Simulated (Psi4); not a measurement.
Conformational energy of C5H6SSe, SMILES c1(sc([SeH])cc1)C. Scanned: dihedral S7–C5–Se6–H13; all other coordinates were relaxed at GFN2-xTB. Points at φ and −φ are mirror images. Heavy atoms are numbered in the order of the SMILES Cc1ccc([SeH])s1, hydrogens after them in the order of the atoms that carry them; the mirror image has the same energies with the sign of each dihedral reversed.

Levels of theory: PBE/def2-SVP // GFN2-xTB (Psi4); PBE-D3(BJ)/def2-SVP // GFN2-xTB (Psi4); MP2/cc-pVTZ = Psi4 with DF-MP2 (frozen core)/cc-pVTZ // GFN2-xTB.

Energies relative to the lowest point of each profile, in kJ/mol; the last columns give the difference from MP2:

| φ / ° | PBE/def2-SVP | PBE-D3(BJ)/def2-SVP | MP2/cc-pVTZ | PBE/def2-SVP − MP2/cc-pVTZ | PBE-D3(BJ)/def2-SVP − MP2/cc-pVTZ |
|---|---|---|---|---|---|
| -160 | 8.1 | 8.0 | 8.9 | -0.7 | -0.8 |
| -140 | 6.1 | 6.0 | 6.5 | -0.4 | -0.4 |
| -120 | 3.3 | 3.2 | 3.3 | 0.0 | 0.0 |
| -100 | 0.8 | 0.8 | 0.7 | 0.2 | 0.2 |
| -80 | 0.0 | 0.0 | 0.0 | 0.0 | 0.0 |
| -60 | 1.0 | 1.0 | 1.5 | -0.4 | -0.5 |
| -40 | 3.4 | 3.3 | 4.4 | -0.9 | -1.1 |
| -20 | 6.0 | 5.9 | 7.3 | -1.3 | -1.5 |
| 0 | 7.2 | 7.0 | 8.6 | -1.4 | -1.6 |
| 20 | 6.0 | 5.9 | 7.3 | -1.3 | -1.5 |
| 40 | 3.4 | 3.3 | 4.4 | -0.9 | -1.1 |
| 60 | 1.0 | 1.0 | 1.5 | -0.4 | -0.5 |
| 80 | 0.0 | 0.0 | 0.0 | 0.0 | 0.0 |
| 100 | 0.8 | 0.8 | 0.7 | 0.2 | 0.2 |
| 120 | 3.3 | 3.2 | 3.3 | 0.0 | 0.0 |
| 140 | 6.1 | 6.0 | 6.5 | -0.4 | -0.4 |
| 160 | 8.1 | 8.0 | 8.9 | -0.7 | -0.8 |
| 180 | 8.8 | 8.7 | 9.7 | -0.9 | -1.0 |

PBE/def2-SVP is furthest from MP2/cc-pVTZ at 0 (-1.4 kJ/mol, below); its mean absolute difference over the points is 0.6 kJ/mol.

PBE-D3(BJ)/def2-SVP is furthest from MP2/cc-pVTZ at 0 (-1.6 kJ/mol, below); its mean absolute difference over the points is 0.6 kJ/mol.
